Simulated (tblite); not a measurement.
Q: Give a GFN2-xTB geometry of `FC=C=C=C=CF`.

A: 
```xyz
9
C5H2F2 angstrom
F     -3.3846   -0.3358   -0.7390
C     -2.5377    0.4277   -0.0274
C     -1.2501    0.2127    0.0021
C      0.0014    0.0036    0.0152
C      1.2524   -0.2030    0.0659
C      2.5400   -0.4168    0.1025
F      3.3954    0.1512   -0.7649
H     -3.0468    1.2211    0.5038
H      3.0436   -1.0549    0.8166
```

Any rigid rotation of these coordinates is as good. Atoms count from 1 in this order. The 4 C–C bonds span 1.269 Å (C3=C4, drawn double) to 1.306 Å (C5=C6, drawn double), a spread of 0.037 Å.

Bonds between heavy atoms (Å): F1–C2 1.344, C2=C3 1.306, C3=C4 1.269, C4=C5 1.269, C5=C6 1.306, C6–F7 1.344.

Computed geometry: GFN2-xTB, gas phase.

Point group: C2 (tolerance 0.08 Å). Its GFN2-xTB frequencies are all real (lowest 76 cm⁻¹).

Time: 0.16 s. Hardware: an Arm Neoverse V1 with one thread, no GPU, shared host with 32 logical CPUs at a one-minute load of 12. That covers the optimisation of the geometry.
